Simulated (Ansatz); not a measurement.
Consider the cleavage of the B–Al bond: `CO[B](C)[AlH2]` + `O[SiH3]` → `COB(C)O[SiH3]` + `[AlH3]`.

Calculated with Ansatz (gas phase, PBE0-D4/def2-TZVP geometries, no zero-point term in ΔE). CCSD(T)/CBS adds triple-zeta CCSD(T) − MP2 to the extrapolated MP2 energy (def2 sets, frozen cores). This one scheme is used for every species. Each species was taken in one conformer, which may not be the lowest.

`CO[B](C)[AlH2]`:

```xyz
13

C    -1.402    1.509    0.216
O    -1.197    0.186   -0.207
B    -0.003   -0.453   -0.163
C     0.001   -1.937   -0.684
Al    1.815    0.468    0.574
H    -0.474    1.966    0.587
H    -2.144    1.523    1.017
H    -1.773    2.104   -0.621
H     0.323   -2.621    0.110
H     0.728   -2.065   -1.494
H    -0.979   -2.263   -1.044
H     2.281    0.333    2.097
H     2.824    1.250   -0.389
```

`O[SiH3]`:

Z-matrix (Å, degrees):
```
Si
O 1 1.648
H 1 1.489 2 111.7
H 1 1.489 2 111.7 3 120.9
H 1 1.481 2 105.9 3 -119.6
H 2 0.957 1 117.9 3 -60.5
```

`COB(C)O[SiH3]`:

```xyz
15

C     0.668    0.353   -2.399
O     0.825    0.971   -1.139
B     0.295    0.465    0.002
C     0.535    1.232    1.351
O    -0.435   -0.698   -0.058
Si   -1.212   -1.586    1.086
H    -0.045   -0.472   -2.362
H     0.319    1.103   -3.111
H     1.636   -0.024   -2.737
H    -0.416    1.523    1.811
H     1.043    0.592    2.081
H     1.135    2.131    1.212
H    -1.819   -2.750    0.399
H    -0.255   -2.059    2.121
H    -2.275   -0.781    1.742
```

`[AlH3]`:

Z-matrix (Å, degrees):
```
Al
H 1 1.586
H 1 1.586 2 120.0
H 1 1.586 2 120.0 3 -179.9
```

```tsv
level	ΔE (kJ/mol)
MP2/def2-TZVPP	-183.0
CCSD/CBS(def2)	-179.0
```

(1) What does CCSD(T)/CBS give? (Estimate.)

Largest T1 diagnostic among the species: 0.013.

Answers

(1) Computed: -176.0 kJ/mol. The listed levels differ from it by -7.0, -3.0 kJ/mol.

From PBE to PBE0 (25 % exact exchange), in def2-TZVPP and without D4, ΔE moves by −10.4 kJ/mol. In def2-TZVPP, CCSD(T) changes the Hartree–Fock value by +22.1 kJ/mol (the triples alone add +3.1 kJ/mol) and MP2 by +17.4 kJ/mol. The D4 term adds −4.9 kJ/mol with B3LYP and −2.9 kJ/mol with PBE0; it sums over pairs of atoms, weighted by their polarisabilities, and B3LYP, whose exchange is more repulsive, gets the larger term.

B3LYP here is the variant with VWN-RPA as its local correlation; programs differ in this.
